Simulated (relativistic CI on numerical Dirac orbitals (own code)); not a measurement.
## Er⁺: what numerical and physical settings do to a radial Dirac CI calculation

Reference input:

```
atom Er  Z=68  charge=1  electrons=67
nucleus A=166  rms_radius_fm=5.2516
hamiltonian dirac-coulomb  breit=on  qed=on  c_scale=1
orbitals kli  potential=per-configuration
slater_scale 1
correlation none
mixing on
grid step=0.0125 r_max=129.7
scf mixing=0.4 start=green max_iterations=150 tolerance=2e-08 node_fill=0.05
configurations
  [Xe] 4f12 6s
  [Xe] 4f11 6s2
end
```

Computed lowest total energy -13070.77159 Ha, first excitation 6431.6 cm⁻¹, 38 SCF steps. Runs with settings changed; * marks those that are bad on purpose:

```csv
Changed,Outcome,Lowest level,ΔE (Ha),First excitation (cm⁻¹),SCF steps,Message
"start potential previous, grid step 0.02, end of the grid at 90.79 bohr",converged,4f¹¹6s² ⁴I°15/2,0.000186,6431.6,28,
Slater scale 0.6,converged,4f¹¹6s² ⁴I°15/2,0.0614,6528.7,38,
SCF mixing 0.1,converged,4f¹¹6s² ⁴I°15/2,1.03e-08,6431.6,146,
"Slater scale 0.5, end of the grid at 389.1 bohr",converged,4f¹¹6s² ⁴I°15/2,0.0764,6590.1,38,
node fill of the KLI weights 5 *,converged,4f¹¹6s² ⁴I°15/2,0.862,9135.5,51,
SCF tolerance 0.05 *,converged,4f¹¹6s² ⁴I°15/2,0.0095,6565.9,18,
```

With so few configurations and no correlation the model can put configurations in the wrong order; the tabulated ground configuration is [Xe] 4f12 6s.
